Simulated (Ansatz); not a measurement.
Reaction: CH4NO+ (SMILES [NH3+]C=O) → CH4NO+ (SMILES NC=[OH+])
Each species at its own B3LYP-D3(BJ)/def2-TZVP minimum (Ansatz, an electronic-structure program), one conformer.

Wanted: isomerisation energy (electronic), in kJ/mol. UHF or UKS for unpaired electrons; spin-orbit terms are left out. CBS(X,Y): correlation extrapolated as X^-3, Hartree-Fock from the larger set. A bracket is a step between two methods taken in the basis named. The functionals are non-relativistic, so their misses hold any scalar relativity. 'core' is core correlation in cc-pwCVTZ, 'X2C' scalar relativity in cc-pVTZ-DK, both at CCSD(T).

CCSD(T)/CBS(cc-pVTZ,cc-pVQZ) + [CCSDT(Q) - CCSD(T)]/cc-pVDZ + core + X2C (Ansatz) gives -61.1 kJ/mol.

Question: What does PBE/def2-TZVPD (Ansatz) give here, and how do the other levels compare?

Answer: PBE gives -65.6 kJ/mol, 4.5 kJ/mol below it. Differences of the others: r2SCAN/def2-TZVPD (Ansatz) -7.9; PBE0/def2-TZVPD (Ansatz) -11.4; wB97M-V/def2-TZVPD (Ansatz) -6.8; CCSD(T)/CBS(cc-pVTZ,cc-pVQZ) + core + X2C (Ansatz) -0.6 kJ/mol. Nearer than PBE: CCSD(T)/CBS(cc-pVTZ,cc-pVQZ) + core + X2C.
